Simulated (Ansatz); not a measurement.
Cost and result for the atomization energy of `B[SiH2][SiH2]CF` (13 atoms, 12 bonds).

```xyz
13

B    -0.508   -1.681    0.165
Si   -0.004   -0.345    1.594
Si    0.507    1.415    0.132
C     0.035    0.537   -1.503
F     0.241   -0.878   -1.315
H    -1.650   -1.652   -0.198
H     0.086   -2.713    0.059
H     1.182   -0.645    2.443
H    -1.123    0.073    2.485
H    -0.323    2.648    0.204
H     1.940    1.808    0.057
H    -1.023    0.648   -1.750
H     0.641    0.785   -2.374
```

Charge 0, multiplicity 1. The structure was optimised at the PBE0-D4/def2-TZVP level. It is one conformer, not always the lowest. Program: Ansatz. All runs use 4 threads of an Arm Neoverse V2 on a shared host. Times are those of one run each, without the atoms' runs, and a repeat can differ threefold. Electronic energies, without spin–orbit coupling; frozen cores. CCSD(T)/CBS adds CCSD(T) − MP2 in def2-TZVPP to the MP2 limit, and its time is that of the two runs behind it. T1 = 0.014. B3LYP takes the VWN-RPA correlation (the form of Gaussian; ORCA's B3LYP/G).

CCSD(T)/CBS is a level of theory with its own doubt, some kJ/mol a heavy atom from the limit and from the frozen cores, so smaller differences don't rank the functionals.

```
                             level  functions  wall time  atomization (kcal/mol)  difference from CCSD(T)/CBS  per bond
   PBE-D4/def2-TZVPP (with forces)        289      2.8 s                  1015.7                          9.4       0.8
                PBE0-D4/def2-TZVPP        289      3.4 s                  1005.6                         -0.7      -0.1
r2SCAN-D4/def2-TZVPP (with forces)        289      4.9 s                  1012.9                          6.6       0.6
 B3LYP-D4/def2-TZVPP (with forces)        289      5.5 s                  1008.9                          2.6       0.2
                 B2PLYP/def2-TZVPP        289        6 s                   994.5                        -11.8      -1.0
                ωB97X-V/def2-TZVPP        289        9 s                  1015.6                          9.3       0.8
  ωB97M-V/def2-TZVPP (with forces)        289       12 s                  1010.8                          4.5       0.4
                    MP2/def2-QZVPP        551       25 s                   999.7                         -6.6      -0.5
                CCSD(T)/def2-TZVPP        289    3.2 min                   982.4                        -23.9      -2.0
                 CCSD(T)/CBS(def2)          –    3.6 min                  1006.3                          0.0       0.0
```

The D4 term adds +11.6 kcal/mol with B3LYP and +6.1 kcal/mol with PBE0; it sums over pairs of atoms, weighted by their polarisabilities, and B3LYP, whose exchange is more repulsive, gets the larger term. In def2-TZVPP, CCSD(T) changes the Hartree–Fock value by +224.5 kcal/mol (the triples alone add +12.0 kcal/mol) and MP2 by +227.7 kcal/mol; breaking electron pairs costs correlation energy, which Hartree–Fock lacks. From PBE to PBE0 (25 % exact exchange), in def2-TZVPP and without D4, the atomization energy moves by −9.0 kcal/mol: exact exchange takes away binding that semilocal exchange gives to molecules.
